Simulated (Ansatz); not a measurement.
Ideal-gas functions of ClH2O2SSi (`O[Si](O)([S])Cl`) radical at 500 K and 1 bar, from an Ansatz frequency run at PBE0-D4/def2-TZVP.

Molar mass 129.62 g/mol, point group C1 (symmetry number 1), electronic degeneracy 2, moments of inertia 187.184, 234.669, 301.855 u Å². Harmonic wavenumbers (cm⁻¹, unscaled): 133, 142, 210, 262, 280, 301, 331, 496, 573, 815, 834, 932, 988, 3902, 3918.

Use S(trans) = R[1.5 ln M + 2.5 ln T − 1.1517]; rotational temperatures θ = 24.2544 K / I; S(rot) = R[ln(√π/σ · √(T³/θAθBθC)) + 1.5]; for each mode x = 1.438777 ν̃/T, S = R[x/(eˣ − 1) − ln(1 − e⁻ˣ)] and H = RT x/(eˣ − 1); 1 cm⁻¹ = 0.0119627 kJ/mol; R = 8.31446 J/(mol·K).

Task: By hand: the entropy, in J/(mol·K).

Result: Translation 180.3. Rotation: θ = 0.1296, 0.1034, 0.0804 K, giving 123.1. Vibration, mode by mode: 16.35, 15.81, 12.63, 10.86, 10.33, 9.76, 9.03, 6.03, 5.04, 2.90, 2.78, 2.23, 1.96, 0.00, 0.00, in all 105.7. Electronic 5.8. Sum 414.9 J/(mol·K).

Task: By hand: H − E and G − E in kJ/mol, counted from the electronic energy.

Result: Zero-point energy ½ × 14117 × 0.0119627 = 84.4; thermal vibration 27.5; translation, rotation and pV give 4 RT = 16.6. H − E = 128.5 kJ/mol, and G − E = 128.5 − 500 × 414.9/1000 = -79.0 kJ/mol.

Vibration gives 25 % of the entropy, 32.2 J/(mol·K) of it from the modes under 150 cm⁻¹: soft modes count most, and the harmonic formula is weakest for them. The sum counts one conformer and one mirror image; others add a mixing term.
